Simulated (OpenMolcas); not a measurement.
**Sr: effect of the IPEA shift**

```json
{
  "Program": "OpenMolcas 26.06",
  "Basis": "ANO-RCC-VTZP [7s6p3d1f]",
  "Scalar Hamiltonian": "DKH2, point nucleus",
  "Active space": "2 electrons in 4 orbitals (5s 5p)",
  "State averaging": "2S+1 = 3 even, 3 roots; 2S+1 = 1 even, 6 roots kept (CI in the orbitals of an earlier block); 2S+1 = 3 odd, 3 roots; 2S+1 = 1 odd, 3 roots kept (CI in the orbitals of an earlier block)",
  "Spin-orbit coupling": "RASSI with atomic mean-field integrals over the reference wave functions, term energies averaged over their components"
}
```

Methods on the same reference wave functions:
A. CASSCF
B. SS-CASPT2, IPEA 0 Eh, imaginary shift 0.1 Eh (closed shells correlated: 4s 4p)
C. SS-CASPT2, IPEA 0.25 Eh, imaginary shift 0.1 Eh (closed shells correlated: 4s 4p)

Energies in cm⁻¹ above 5s² ¹S₀, the measured ground level; measured values from NIST Handbook of Basic Atomic Spectroscopic Data.

```
     Level      A      B      C  Measured
   5s² ¹S₀    0.0    0.0    0.0       0.0
5s 5p ³P°₀  12198  14064  14185     14318
5s 5p ³P°₁  12338  14203  14324     14504
5s 5p ³P°₂  12625  14492  14612     14899
5s 5p ¹P°₁  29173  23733  25317     21698
   5p² ³P₀  35146  37746  38015     35193
   5p² ³P₁  35277  37877  38146     35400
   5p² ³P₂  35532  38037  38387     35675
   5p² ¹D₂  40068  38475  40000
```

Deviations, from unrounded energies. A percentage is the sum of absolute deviations over the sum of measured energies, with the sign that they share, or ± where signs differ.

| Against measurement | Levels | A | B | C |
| --- | --- | --- | --- | --- |
| mean absolute deviation (cm-1) | 7 | 2000 | 1500 | 1800 |
| other configurations (%) | 7 | ±8.4 | ±6.1 | ±7.3 |

B lies closest to measurement on these levels and A furthest from it. The largest miss of B in the table is 5p² ³P₀, by +2600 cm-1. The ranking rests on the paired levels alone, and a cruder setting can come out closer through cancelling errors.

Between B and C the level of the table that moves most is 5s 5p ¹P°₁, by 1600 cm-1 (lowest in B, highest in C).

The lowest spin-free term lies below A's lowest term by 0.200 hartree in B, 0.198 hartree in C.

Over all roots computed the reference weight is 0.88 to 0.94 in B; the roots of lowest weight are the least certain, and an intruder state may touch them. Terms from blocks run as CI alone lack orbitals of their own. The ¹D term of p² mixes with s d, which this space lacks. Without dynamic correlation excited terms often stand tens of per cent too high (terms of higher spin than the ground term too low), and those without a measured partner can miss by more than the paired ones (holds for A). Computed and measured levels are paired by configuration, term and J; levels that our copy of the source lacks, or whose pairing is in doubt (as where it misses far off the trend of its configuration), stay unpaired and out of the deviations. Levels of configurations outside the active space are missing.

° marks odd parity.
